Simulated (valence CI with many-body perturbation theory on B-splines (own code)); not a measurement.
# Energy levels of Pd³³⁺

Calculated by relativistic CI+MBPT: three valence electrons over a frozen Dirac-Fock core [Ne], a basis of 9 s, 9 p, 8 d, 6 f, 3 g, 1 h functions for each j, with the one-electron correlation potential Σ1 (screened to all orders), the two-electron term Σ2, the three-electron term Σ3, Breit, model QED; selected single and double excitations, second order for the rest, scaled by the run's own slope (own B-spline code, finite nucleus).

No measured spectrum was set against this ion. As an estimate, large intervals hold to a few tenths of a per cent, small ones and those within an open d or f shell to about a per cent.

Levels 1 to 33 of 33, with energies above the lowest level, (3s^2 3p1/2) J=1/2. "Leading %" is the weight of the configuration and term that name the level; weights of strongly mixed levels are sums over their largest components and can fall short, so below about 35 % the name and the second component can differ from the true leading terms, or belong to a minority configuration. In the jj column 3d3/2^4 stands for four electrons in 3d with j = 3/2. Lifetimes count E1, E2, E3, M1 and M2 decay at the calculated energies, and are blank where another channel may lead or the interval is too uncertain; long ones can be off by a factor of two.

| No. | Configuration | Term | J | E (cm⁻¹) | Leading % | Second component | Leading jj | Lifetime |
| --- | --- | --- | --- | --- | --- | --- | --- | --- |
| 1 | 3s2 3p | 2P° | 1/2 | 0 | 99 |  | 3s^2 3p1/2 (99 %) |  |
| 2 | 3s2 3p | 2P° | 3/2 | 313850 | 98 |  | 3s^2 3p3/2 (98 %) | 3.59 μs |
| 3 | 3s 3p2 | 4P | 1/2 | 629760 | 76 | 18 % 3s 3p2 2S | 3s 3p1/2^2 (87 %) | 207 ps |
| 4 | 3s 3p2 | 4P | 3/2 | 846440 | 95 |  | 3s 3p1/2 3p3/2 (97 %) | 2.04 ns |
| 5 | 3s 3p2 | 4P | 5/2 | 914000 | 56 | 41 % 3s 3p2 2D | 3s 3p1/2 3p3/2 (91 %) | 366 ps |
| 6 | 3s 3p2 | 2D | 3/2 | 1017000 | 70 | 14 % 3s 3p2 2P | 3s 3p1/2 3p3/2 (80 %) | 26.7 ps |
| 7 | 3s 3p2 | 2P | 1/2 | 1087900 | 71 | 16 % 3s 3p2 4P | 3s 3p1/2 3p3/2 (83 %) | 6.21 ps |
| 8 | 3s 3p2 | 2D | 5/2 | 1191900 | 41 | 41 % 3s 3p2 4P | 3s 3p3/2^2 (79 %) | 402 ps |
| 9 | 3s2 3d | 2D | 3/2 | 1321000 | 72 | 24 % 3s 3p2 2P | 3s^2 3d3/2 (72 %) | 4.76 ps |
| 10 | 3s 3p2 | 2S | 1/2 | 1404100 | 68 | 22 % 3s 3p2 2P | 3s 3p3/2^2 (93 %) | 8.71 ps |
| 11 | 3s2 3d | 2D | 5/2 | 1420100 | 78 | 17 % 3s 3p2 2D | 3s^2 3d5/2 (78 %) | 8.01 ps |
| 12 | 3s 3p2 | 2P | 3/2 | 1446300 | 59 | 23 % 3s 3p2 2D | 3s 3p3/2^2 (81 %) | 4.58 ps |
| 13 | 3p3 | 2P° | 3/2 | 1682700 | 32 | 28 % 3p3 2D° | 3p1/2^2 3p3/2 (80 %) | 16.7 ps |
| 14 | 3s 3p 3d | 4F° | 3/2 | 1787900 | 82 | 10 % 3s 3p 3d 2D° | 3s 3p1/2 3d3/2 (91 %) | 66.6 ps |
| 15 | 3s 3p 3d | 4F° | 5/2 | 1821000 | 52 | 23 % 3s 3p 3d 2D° | 3s 3p1/2 3d3/2 (79 %) | 336 ps |
| 16 | 3s 3p 3d | 4F° | 5/2 | 1894000 | 27 | 24 % 3p3 2D° | 3s 3p1/2 3d5/2 (64 %) | 34.2 ps |
| 17 | 3p3 | 4S° | 3/2 | 1913000 | 51 | 19 % 3s 3p 3d 2D° | 3p1/2 3p3/2^2 (67 %) | 8.55 ps |
| 18 | 3s 3p 3d | 4F° | 7/2 | 1937400 | 71 | 18 % 3s 3p 3d 4D° | 3s 3p1/2 3d5/2 (81 %) | 46.1 ps |
| 19 | 3s 3p 3d | 4D° | 3/2 | 1939900 | 53 | 28 % 3s 3p 3d 4P° | 3s 3p1/2 3d3/2 (66 %) | 6.82 ps |
| 20 | 3s 3p 3d | 4D° | 1/2 | 1940400 | 77 | 15 % 3s 3p 3d 2P° | 3s 3p1/2 3d3/2 (88 %) | 5.84 ps |
| 21 | 3s 3p 3d | 4P° | 5/2 | 1961900 | 42 | 20 % 3p3 2D° | 3s 3p1/2 3d5/2 (72 %) | 11.7 ps |
| 22 | 3p3 | 2P° | 1/2 | 2062900 | 83 | 16 % 3s 3p 3d 2P° | 3p1/2 3p3/2^2 (83 %) | 8.75 ps |
| 23 | 3s 3p 3d | 2F° | 5/2 | 2078600 | 73 | 23 % 3p3 2D° | 3s 3p1/2 3d5/2 (47 %) | 11.2 ps |
| 24 | 3s 3p 3d | 2D° | 3/2 | 2131700 | 37 | 24 % 3p3 2D° | 3s 3p1/2 3d5/2 (28 %) | 4.87 ps |
| 25 | 3s 3p 3d | 4F° | 9/2 | 2150500 | 100 |  | 3s 3p3/2 3d5/2 (100 %) | 5.32 μs |
| 26 | 3s 3p 3d | 4D° | 5/2 | 2175600 | 59 | 12 % 3s 3p 3d 4F° | 3s 3p3/2 3d3/2 (82 %) | 6.31 ps |
| 27 | 3s 3p 3d | 4P° | 3/2 | 2177400 | 45 | 36 % 3s 3p 3d 4D° | 3s 3p3/2 3d3/2 (89 %) | 7.81 ps |
| 28 | 3s 3p 3d | 4P° | 1/2 | 2180300 | 89 | 10 % 3s 3p 3d 4D° | 3s 3p3/2 3d3/2 (97 %) | 8.33 ps |
| 29 | 3s 3p 3d | 4D° | 7/2 | 2181700 | 69 | 24 % 3s 3p 3d 4F° | 3s 3p3/2 3d3/2 (49 %) | 8.38 ps |
| 30 | 3s 3p 3d | 2P° | 3/2 | 2231400 | 27 | 18 % 3s 3p 3d 4P° | 3s 3p3/2 3d5/2 (61 %) | 15.4 ps |
| 31 | 3s 3p 3d | 2D° | 5/2 | 2263000 | 50 | 32 % 3s 3p 3d 4P° | 3s 3p3/2 3d5/2 (91 %) | 9.54 ps |
| 32 | 3s 3p 3d | 2D° | 3/2 | 2314800 | 63 | 16 % 3p3 2P° | 3s 3p3/2 3d3/2 (56 %) | 3.74 ps |
| 33 | 3s 3p 3d | 2F° | 7/2 | 2337700 | 96 |  | 3s 3p3/2 3d5/2 (69 %) | 10.1 ps |

The ionisation energy to 3s2 1S_0 of the next ion comes out as 2035.2 eV (NIST: 2016 ± 9 eV (semi-empirical), further off than twice its uncertainty). All 33 levels together are meant to be complete up to 2353500 cm⁻¹.
